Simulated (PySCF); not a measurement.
A structure optimised at PBE-D3(BJ)/def2-TZVP, used in a PySCF frequency run:

```xyz
5

Zr     0.0000     0.0000     1.4656
I      0.0000     0.0000    -1.2219
H     -1.5203     0.8778     2.0457
H      0.0000    -1.7555     2.0457
H      1.5203     0.8778     2.0457
```

Q: Write its SMILES, formula and point group.

A: [ZrH3][I], H3IZr, C3v

Q: What are its rotational constants (standard atomic weights)?

A: 54.227, 1.2582, 1.2582 GHz
